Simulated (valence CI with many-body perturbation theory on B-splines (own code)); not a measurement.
Dy XLV: key properties

Computed by valence CI with perturbative core correlation (CI+MBPT): four valence electrons over a frozen Dirac-Fock core [Ar], radial functions for each j: 7 s, 7 p, 8 d, 6 f, 4 g, 1 h, with the one-electron correlation potential Σ1 (screened to all orders), the two-electron term Σ2, the three-electron term Σ3, Breit, model QED; selected single and double excitations, second order for the rest (own B-spline code, finite nucleus).

The last digits are not significant, and no measured levels were compared; by estimate large intervals hold to a few tenths of a per cent, small ones and those within an open d or f shell to about a per cent. Only levels of the ground parity were solved; by the run's estimate the other parity begins above the list, which can be wrong where configurations are misplaced.

Levels are named by their leading jj configuration (3d3/2^4 stands for four electrons in 3d with j = 3/2), which in mixed levels can hold well under half, so a name can repeat and another be missing.

Rates and lifetimes use the calculated energies. Strong lines usually hold to 10 to 20 %, long lifetimes can be off by a factor of two.

Problem. What is the ground level?

Solution. (3d3/2^4) J=0, composition 59 % 3d4 3P + 29 % 3d4 5D + 13 % 3d4 1S.

Problem. Name the longest-lived excited levels whose lifetime is computed, and their main decay.

Solution. (3d3/2^2 3d5/2^2) J=6 at 702170 cm⁻¹ lives 12.5 ms, mostly by M1 to (3d3/2^2 3d5/2^2) J=5. The lifetime of (3d3/2^3 3d5/2) J=4 is too uncertain to give, and may be longer.

Problem. How well does LS coupling describe the low levels?

Solution. Among the lowest 20 levels the leading LS term, summed over configurations, holds 47 % on average. For single configurations the figures are 47 % in LS and 94 % in jj coupling. Terms mix most in the J = 3 level at 399910 cm⁻¹, where the leading one holds 29 %.

Problem. What is the ionisation energy?

Solution. 3608.2 eV; NIST lists 3607 ± 4 eV (theoretical).
